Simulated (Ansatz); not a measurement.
Born–Oppenheimer molecular dynamics of AlCl₂FH (5 atoms, charge 0, multiplicity 2). It starts at the highest image of a converged band. Of that band: A vibrational analysis at the climbing image gives 3 clearly imaginary modes (1265i, 235i, 52i cm⁻¹): a point of higher order, so a lower path passes nearby.

These are results of UKS B3LYP-D4/def2-SVP (Ansatz), not measurements.

```yaml
ensemble: NVE (velocity Verlet)
time_step: 0.5 fs
steps_asked: 200
starting_velocities_drawn_for: 300 K
seed: 3957
```

First frame:

```xyz
5
Properties=species:S:1:pos:R:3
Al 0.000 0.000 0.017
F 0.000 0.000 1.898
Cl 1.840 0.000 -1.033
Cl -1.840 0.000 -1.033
H 0.000 0.000 3.021
```

(1) What does the run give?

(2) What happens to the structure?

(3) How do temperature and energy run in time?

## Answers

(1) The run went to its last step.

```
steps done                                               : 200
time covered                                             : 100 fs
mean temperature over the second half                    : 1599 K
spread of the potential energy over the second half      : 8.0 meV per atom
mean potential energy of the second half above the start : -100.8 meV per atom
```

The conserved energy stayed within 0.43 meV per atom of its start (net change -0.37 meV per atom), so the integration is sound. The system heated up, since it started high on the potential surface and ran downhill. A run of 0.1 ps of so small a system gives no equilibrium averages.

(2) The step under study would form F2–H5 and break Al1–F2. These pairs go: F2–H5 1.12 → 0.90 Å, Al1–F2 1.88 → 3.90 Å. In the last frame they stand as after the step (other bonds may differ from the relaxed reactants and products). It ends as AlCl2 + FH. Pairs count as bonded within 1.25 times the sum of covalent radii (0.12 Å more for H–H). Another seed would give other details.

(3) 
| time (fs) | T (K) | potential energy less start (eV) | conserved less start (meV/atom) |
| --- | --- | --- | --- |
| 0.0 | 300 | 0.000 | 0.00 |
| 3.0 | 312 | -0.005 | -0.02 |
| 6.0 | 255 | 0.018 | -0.01 |
| 9.0 | 286 | 0.005 | -0.03 |
| 12.0 | 325 | -0.010 | -0.03 |
| 15.0 | 273 | 0.010 | 0.00 |
| 18.0 | 345 | -0.018 | 0.01 |
| 21.0 | 483 | -0.072 | -0.15 |
| 24.0 | 536 | -0.092 | -0.08 |
| 27.0 | 622 | -0.125 | -0.01 |
| 30.0 | 775 | -0.184 | -0.03 |
| 33.0 | 850 | -0.213 | 0.08 |
| 36.0 | 1124 | -0.321 | -0.24 |
| 39.0 | 1098 | -0.309 | 0.05 |
| 42.0 | 1250 | -0.369 | -0.04 |
| 45.0 | 1458 | -0.451 | -0.32 |
| 48.0 | 1379 | -0.418 | 0.03 |
| 51.0 | 1439 | -0.441 | 0.11 |
| 54.0 | 1608 | -0.508 | -0.24 |
| 57.0 | 1588 | -0.500 | -0.10 |
| 60.0 | 1525 | -0.474 | 0.24 |
| 63.0 | 1619 | -0.512 | -0.05 |
| 66.0 | 1742 | -0.561 | -0.32 |
| 69.0 | 1642 | -0.520 | -0.02 |
| 72.0 | 1585 | -0.498 | 0.11 |
| 75.0 | 1778 | -0.575 | -0.42 |
| 78.0 | 1753 | -0.565 | -0.39 |
| 81.0 | 1557 | -0.487 | 0.13 |
| 84.0 | 1623 | -0.513 | -0.12 |
| 87.0 | 1693 | -0.542 | -0.37 |
| 90.0 | 1535 | -0.479 | -0.03 |
| 93.0 | 1413 | -0.430 | 0.26 |
| 96.0 | 1495 | -0.464 | -0.10 |
| 99.0 | 1549 | -0.486 | -0.31 |

The run took 5.9 min on 2 threads of Arm Neoverse V2 (shared host), peak memory 0.19 GiB.
